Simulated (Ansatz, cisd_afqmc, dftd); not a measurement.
Species: C$_{3}$H$_{5}$N, charge 0, singlet. C3H5N (propanenitrile, SMILES C(#N)CC).
B3LYP-D3(BJ)/def2-TZVP minimum from Ansatz (an electronic-structure program):
```xyz
9

C     -1.5611     0.3055    -0.2634
C     -0.2636    -0.4206    -0.6399
C      0.8434    -0.0809     0.2484
N      1.7026     0.1997     0.9592
H     -2.3562     0.0210    -0.9525
H     -1.8711     0.0466     0.7486
H     -1.4298     1.3860    -0.3135
H     -0.4056    -1.5032    -0.6063
H      0.0329    -0.1723    -1.6616
```
Charge 0, spin multiplicity 1.

Wanted: atomisation energy (electronic, to ground-state atoms), in kcal/mol. Radicals and triplets start from unrestricted determinants; spin-orbit coupling is neglected. Correlated methods leave the cores frozen. Rows without X2C or -DK are non-relativistic. The Monte Carlo rows (phaseless AFQMC, CISD trial, step 0.005/hartree) carry one-sigma bars that omit the constraint's bias. Outlying blocks are dropped, and bars are widened where a walk drifts. Over all cases where full CI ran beside it in this data, AFQMC minus full CI had a median of +0.1 mEh and passed +0.4 mEh in a tenth of the cases. CBS(X,Y): correlation extrapolated as X^-3, Hartree-Fock from the larger set. A bracket is a step between two methods taken in the basis named. Functionals run without relativity, which enters their misses. Double hybrids freeze cores in their MP2 part. 'core' is core correlation in cc-pwCVTZ, 'X2C' scalar relativity in cc-pVTZ-DK, both at CCSD(T). For partners of very few electrons the exact lower level stands in for a higher one.

| level | program | atomisation energy (kcal/mol) | difference against the last row |
|---|---|---|---|
| PBE-D3(BJ)/def2-TZVPD | Ansatz + dftd3 | 936.2 | 24.6 |
| PBE-D4/def2-TZVPD | Ansatz + dftd4 | 935.7 | 24.1 |
| r2SCAN-D3(BJ)/def2-TZVPD | Ansatz + dftd3 | 907.6 | -4.0 |
| B3LYP-D3(BJ)/def2-TZVPD | Ansatz + dftd3 | 912.7 | 1.1 |
| B3LYP-D4/def2-TZVPD | Ansatz + dftd4 | 911.7 | 0.1 |
| B3LYP/def2-TZVPD | Ansatz | 907.0 | -4.6 |
| PBE0-D4/def2-TZVPD | Ansatz + dftd4 | 915.0 | 3.4 |
| CAM-B3LYP/def2-TZVPD | Ansatz | 911.0 | -0.6 |
| B2PLYP/def2-TZVPD | Ansatz | 902.5 | -9.1 |
| B2GP-PLYP-D3(BJ)/def2-TZVPD | Ansatz + dftd3 | 901.0 | -10.6 |
| CCSD(T)/CBS(cc-pVTZ,cc-pVQZ) + core + X2C | Ansatz | 910.7 | -0.9 |
| CCSDT(Q)/cc-pVDZ | Ansatz | 841.3 | -70.3 |
| AFQMC/CISD/cc-pVTZ | cisd_afqmc | 885.2 ± 0.3 | -26.4 |
| CCSD(T)/CBS(cc-pVTZ,cc-pVQZ) + [AFQMC/CISD - CCSD(T)]/cc-pVTZ + core + X2C | Ansatz + cisd_afqmc | 910.9 ± 0.3 | -0.7 |
| CCSD(T)/CBS(cc-pVTZ,cc-pVQZ) + [CCSDT(Q) - CCSD(T)]/cc-pVDZ + core + X2C | Ansatz | 911.6 | 0.0 |
